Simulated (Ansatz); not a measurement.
Basis-set extrapolation for `C[O][Mg][O][SiH3]` (PBE0-D4/def2-TZVP geometry, frozen core, Ansatz). Multiplicity 1, RHF reference. For Mg the program correlates outer-core shells too, which these sets cover unevenly, so the extrapolated numbers aren't a true limit.

```tsv
	def2-TZVPP	def2-QZVPP
HF	-679.849209	-679.878779
MP2 correlation	-0.975969	-1.077568
CCSD(T) correlation	-1.044849	not run
```

Energies in hartree. Use E(X) = E(∞) + A·exp(−7.88·√X) for Hartree–Fock and E(X) = E(∞) + B·X^(−2.97) for correlation, with X = 3 and 4, and add CCSD(T) minus MP2 of the smaller set to the MP2 limit.

Question: What is the CCSD(T) energy at the basis-set limit?

Answer: HF limit: -679.878779 + (-0.029570) × 0.13774 = -679.88285. MP2 limit: -1.077568 + (-0.101599) × 0.74074 = -1.15283. Higher-order term: -1.044849 − (-0.975969) = -0.06888. Total: -681.10456 hartree, 5.73 eV below CCSD(T)/def2-TZVPP.
